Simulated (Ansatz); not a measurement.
Molecule: ZnH2 (charge 0, triplet). The spin state was set by rule; other spins were not relaxed. 
Structure (B3LYP-D3(BJ)/def2-TZVP (Ansatz, a first-principles code) minimum search):
```xyz
3

Zn     0.0806     0.0154     0.0405
H     -1.0527    -1.1408    -0.5737
H     -1.3662     0.6779    -0.6424
```
Charge 0, spin multiplicity 3.

Wanted: atomisation energy (electronic, to ground-state atoms), in kcal/mol. Cores are frozen in the correlated levels unless marked. UHF or UKS for open shells. Spin-orbit coupling is left out. The frozen core is the preceding noble-gas configuration, with the filled d and f shells of earlier blocks. No relativistic terms. The coupled-cluster limit lacks core correlation, which all-electron functionals hold. Basis-set limits of correlation are two-point, X^-3; Hartree-Fock from the larger set.

```json
[
 {"level": "BLYP-D4/def2-TZVPD", "program": "Ansatz + dftd4", "atomisation energy (kcal/mol)": "30.6", "minus last row": "0.6"},
 {"level": "PBE0/6-31G*", "program": "Ansatz", "atomisation energy (kcal/mol)": "38.3", "minus last row": "8.3"},
 {"level": "PBE0-D4/def2-TZVP", "program": "Ansatz + dftd4", "atomisation energy (kcal/mol)": "32.1", "minus last row": "2.1"},
 {"level": "B2GP-PLYP/def2-TZVPD", "program": "Ansatz", "atomisation energy (kcal/mol)": "29.0", "minus last row": "-1.0"},
 {"level": "B2PLYP-D3(BJ)/def2-TZVPD", "program": "Ansatz + dftd3", "atomisation energy (kcal/mol)": "29.7", "minus last row": "-0.3"},
 {"level": "MP2/def2-QZVPP", "program": "Ansatz", "atomisation energy (kcal/mol)": "26.0", "minus last row": "-4.0"},
 {"level": "CCSD/def2-TZVPPD", "program": "Ansatz", "atomisation energy (kcal/mol)": "30.2", "minus last row": "0.2"},
 {"level": "CCSD(T)/def2-SVPD", "program": "Ansatz", "atomisation energy (kcal/mol)": "33.1", "minus last row": "3.1"},
 {"level": "CCSD(T)/def2-TZVPP", "program": "Ansatz", "atomisation energy (kcal/mol)": "29.8", "minus last row": "-0.2"},
 {"level": "CCSD(T)/CBS(def2-TZVPPD,def2-QZVPPD)", "program": "Ansatz", "atomisation energy (kcal/mol)": "30.0", "minus last row": "0.0"}
]
```
